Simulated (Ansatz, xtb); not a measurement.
# Isomers of CHBSb in order of energy

3 gas-phase structures of CHBSb, found in a search over its isomers (lower ones may exist). Each was relaxed with GFN2-xTB; where two conformers were screened, the lower at r2SCAN-D4/def2-SVP is listed:

A. `[B]1=[CH][Sb]1`, a doublet
B. `B=[C]=[Sb]`, a doublet
C. `[CH+]=[B-]=[Sb]`, a doublet

Task: Make a reasoned guess at their ranking by r2SCAN-D4/def2-SVP single-point energy.

Result: Calculated order at r2SCAN-D4/def2-SVP: B (0.0), A (25.3), C (43.0) kJ/mol.

Energies above the lowest of each column, in kJ/mol:

```json
{"structure": "B", "GFN2-xTB": "0.0", "HF/STO-3G": "0.0", "r2SCAN-D4/def2-SVP": "0.0"}
{"structure": "A", "GFN2-xTB": "144.3", "HF/STO-3G": "121.4", "r2SCAN-D4/def2-SVP": "25.3"}
{"structure": "C", "GFN2-xTB": "77.0", "HF/STO-3G": "54.4", "r2SCAN-D4/def2-SVP": "43.0"}
```

Every level run on B puts it lowest or level with the lowest. Frequencies (PBE0-D3(BJ)/def2-SVP) were run for A alone. Open shells are spin-unrestricted, some with notable spin contamination. Atoms past krypton carry core potentials in the def2 sets, without spin–orbit terms.

Programs: Ansatz 0.2.0, xtb 6.7.1.
